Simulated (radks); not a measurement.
Initial-state core-level shifts of the lanthanum ion La+ when its valence configuration changes from [Xe] 5d2. All-electron calculation, Dirac Kohn-Sham, LDA (Slater exchange, Perdew-Wang correlation), spin-unpolarised, spherical densities, finite nucleus; open shells fill j = l - 1/2 first; Fermi nuclear charge, rms radius 4.855 fm. Program: a radial shooting solver on a logarithmic mesh with Libxc functionals. Shifts are changes of the shell-averaged eigenvalues in eV (positive: less bound); the change of the density at the nucleus, which sets a Mossbauer isomer shift, is in e/bohr^3, on a base of 3.502e+05.

\begin{tabular}{lrrrrr}
valence & 2p & 3p & 3d & 4s & density at nucleus \\ \hline
5d1.5 6s0.5 & -1.072 & -1.063 & -1.067 & -1.052 & +11.35 \\
5d0.5 6s0.5 6p1 & -4.344 & -4.318 & -4.333 & -4.268 & +16.31 \\
5d1 6p1 & -3.150 & -3.137 & -3.147 & -3.109 & +3.35 \\
6p2 & -6.516 & -6.480 & -6.502 & -6.399 & +7.92 \\
6s0.5 6p1.5 & -6.063 & -6.022 & -6.044 & -5.944 & +19.37 \\
4f1 5d1 & +6.315 & +7.433 & +7.331 & +6.894 & -18.41 \\
4f1 5d0.5 6s0.5 & +5.455 & +6.598 & +6.490 & +6.055 & -8.48 \\
4f0.5 5d1.5 & +3.463 & +4.082 & +4.026 & +3.759 & -10.19 \\
\end{tabular}
